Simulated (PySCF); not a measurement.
Identify the unknown among the candidates.

All candidates are C5H6OS.

| technique | computed result |
| --- | --- |
| Triplet | lowest triplet excitation (Tamm–Dancoff): 3.67 eV [TDA CAM-B3LYP/def2-SVPD] |
| UV, strongest line | among the 8 lowest singlet transitions: S2 at 5.42 eV (229 nm, f = 0.312) [TDDFT CAM-B3LYP/def2-SVPD] |
| Rotational structure | rotational constants A, B, C: 5.761, 1.631, 1.282 GHz [GFN2-xTB] |
| Dipole | 1.03 D [CAM-B3LYP/def2-SVPD] |
| Polarisability | 81.4 au [CAM-B3LYP/def2-SVPD] |
| UV, first state | lowest singlet excitation: 4.89 eV (254 nm, f = 0.001) [TDDFT CAM-B3LYP/def2-SVPD] |

The electronic properties come from PySCF, for the isolated species, density fitting. Levels stand in brackets. Isolated species at its GFN2-xTB geometry (one conformer only).

Task: Which candidate is it?
A. `CSc1ccco1`
B. `CSc1ccoc1`
C. `COc1ccsc1`

Result: A. It is `CSc1ccco1`. Numbering: `[CH3:1][S:2][c:3]1[cH:4][cH:5][cH:6][o:7]1`. Its formula, C5H6OS, gives 3 degrees of unsaturation: 1 ring and 2 π bonds in the structure found (Kekulé form). The optimised geometry has point group Cs and is an asymmetric top.

The others, at the same levels:
- `COc1ccsc1` fails: its computed lowest singlet excitation is 5.48 eV (226 nm, f = 0.096) (against 4.89 eV) and static isotropic polarisability is 78.9 au (against 81.4 au).
- `CSc1ccoc1` fails: its computed lowest singlet excitation is 5.22 eV (237 nm, f = 0.000) (against 4.89 eV), lowest triplet excitation (Tamm–Dancoff) is 3.90 eV (against 3.67 eV) and strongest line among the 8 lowest singlet transitions is S6 at 6.71 eV (185 nm, f = 0.282) (against S2 at 5.42 eV).

Each candidate is one conformer, not necessarily the lowest. The conformers computed, where there is a choice (atom-mapped SMILES and torsion angles):
- `[CH3:1][S:2][c:3]1[cH:4][cH:5][cH:6][o:7]1`: C1–S2–C3–C4 180°
- `[CH3:1][O:2][c:3]1[cH:4][cH:5][s:6][cH:7]1`: C1–O2–C3–C4 179°
- `[CH3:1][S:2][c:3]1[cH:4][cH:5][o:6][cH:7]1`: C1–S2–C3–C4 180°
